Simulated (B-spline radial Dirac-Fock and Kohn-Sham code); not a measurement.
Dipole and non-dipole photoemission parameters of Br²⁺ 3d5/2

System: bromine as Br²⁺ in the configuration [Ar] 3d10 4s2 4p3; threshold 103.4 eV (orbital energy of the model). Level of theory: Dirac-Hartree-Slater photoionisation with a Latter tail; cross sections with all multipoles, angular parameters from the dipole term and its interference with E2; a radial atomic solver.

For linearly polarised light dσ/dΩ = σ/(4π) [1 + β P₂(cos θ) + (δ + γ cos²θ) sin θ cos φ], with θ from the polarisation vector and φ the angle between the beam and the projection of the electron momentum on the plane normal to the polarisation.

```csv
hν (eV),σ (kb),β,γ,δ
145,3710,0.208,-0.014,0.010
150,3740,0.249,-0.015,0.011
289,1960,0.934,0.016,0.023
290,1950,0.936,0.016,0.023
313,1680,0.985,0.024,0.025
583,388,1.203,0.145,0.039
587,381,1.204,0.146,0.039
790,166,1.216,0.242,0.048
800,160,1.215,0.246,0.049
824,147,1.213,0.257,0.050
1100,60.9,1.176,0.373,0.063
1430,26.2,1.114,0.491,0.078
1880,10.4,1.028,0.619,0.101
2350,4.77,0.949,0.724,0.124
3870,0.758,0.760,0.938,0.199
4130,0.592,0.736,0.964,0.212
4280,0.516,0.723,0.978,0.219
5220,0.238,0.653,1.051,0.262
6430,0.104,0.583,1.124,0.315
8047.8,0.0418,0.512,1.197,0.381
8090,?,?,?,?
9251.7,0.0235,0.469,1.236,0.428
10200,0.0156,0.440,1.259,0.464
12000,0.00782,0.393,1.286,0.528
12100,0.00755,0.390,1.287,0.531
```

Problem. Give the values at 8090 eV.

Solution. σ = 0.0409 kb, β = 0.510, γ = 1.198, δ = 0.383.

Values without a named source are computed, but for edge energies of neutral atoms, which are taken from tables.
